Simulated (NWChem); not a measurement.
System: HfH3F; SMILES [F][HfH3]

```xyz
5

Hf     0.0000     0.0000     0.0736
F      0.0000     0.0000    -1.8144
H      1.6859     0.4481     0.6784
H     -0.4549    -1.6841     0.6784
H     -1.2310     1.2360     0.6784
```
Atoms are numbered in this order, from 1.

Structure relaxed at the PBE0/def2-SVP level. def2 effective core potentials on Hf; no spin-orbit coupling.

Question: List the 4 lowest vertical singlet excitations and the 4 lowest triplet ones from PBE/def2-SVP with def2 effective core potentials on Hf, TDA (NWChem).

Answer: 
```csv
state,energy (eV),oscillator strength,leading excitation (squared amplitude)
S1,4.26,0.000,HOMO → LUMO (0.50)
S2,4.33,0.000,HOMO−1 → LUMO+1 (0.49)
S3,4.33,0.000,HOMO−1 → LUMO (0.49)
S4,4.55,0.016,HOMO → LUMO+1 (0.48)
T1,3.90,spin-forbidden,HOMO → LUMO (0.51)
T2,3.91,spin-forbidden,HOMO−1 → LUMO+1 (0.51)
T3,3.91,spin-forbidden,HOMO → LUMO+1 (0.50)
T4,3.94,spin-forbidden,HOMO−1 → LUMO (0.49)
```
